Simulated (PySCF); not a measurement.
C3H8BP.
SMILES with atom numbers: `[PH2:1][BH:2][CH:3]1[CH2:4][CH2:5]1` (hydrogens: H6, H7 on P1; H8 on B2; H9 on C3; H10, H11 on C4; H12, H13 on C5)

Computed, not measured: PySCF 2.14.0, PBE0-D3(BJ)/def2-SVP geometry optimisation, gas phase.

Task: List the bond lengths, angles and torsions at this level.

Result: 
| bond | length (Å) |
| --- | --- |
| P1–B2 | 1.889 |
| B2–C3 | 1.536 |
| C3–C4, C3–C5 | 1.528 |
| C4–C5 | 1.476 |
| P1–H6, P1–H7 | 1.422 |
| B2–H8 | 1.213 |
| C3–H9 | 1.095 |
| C4–H10, C5–H13 | 1.093 |
| C4–H11, C5–H12 | 1.093 |

Bonds in one row agree within 0.01 Å and their mean is given. A selection of angles:
| angle | degrees |
| --- | --- |
| B2–P1–H6 | 101.5 |
| H6–P1–H7 | 98.5 |
| P1–B2–C3 | 123.7 |
| P1–B2–H8 | 117.2 |
| C3–B2–H8 | 118.8 |
| B2–C3–C4 | 118.7 |
| B2–C3–C5 | 116.7 |
| B2–C3–H9 | 119.6 |
| C4–C3–C5 | 57.8 |
| C4–C3–H9 | 114.6 |
| C5–C3–H9 | 114.4 |
| C3–C4–C5 | 61.3 |
| C3–C4–H10 | 117.6 |
| C3–C4–H11 | 116.2 |
| C5–C4–H10 | 118.7 |
| C5–C4–H11 | 118.5 |
| H10–C4–H11 | 114.4 |
| C4–C5–H12 | 118.8 |

Torsions: P1–B2–C3–C4 -143° (anticlinal); B2–C3–C4–C5 -105° (anticlinal); B2–C3–C5–C4 109° (anticlinal). The mirror-image conformer, all signs reversed, is as good.

The C–C distances run from 1.476 Å (C4–C5, drawn single) to 1.530 Å (C3–C5, drawn single), a spread of 0.054 Å. P1 (three-coordinate phosphorus) is pyramidal (angles 102.0°, 101.5° and 98.5°, sum 302.0°, 0.71 Å off the plane of its three neighbours). B2 (three-coordinate boron) is planar (angles 123.7°, 118.8° and 117.2°, sum 359.6°, 0.05 Å off the plane of its three neighbours). The 3-membered ring C3–C4–C5 has internal angles of 57.8° to 61.3°.

Stationary, but not proved a minimum. The numbers are those of one conformer (H–P1–B2–C3 -142° and -41°, P1–B2–C3–C4 -143°).
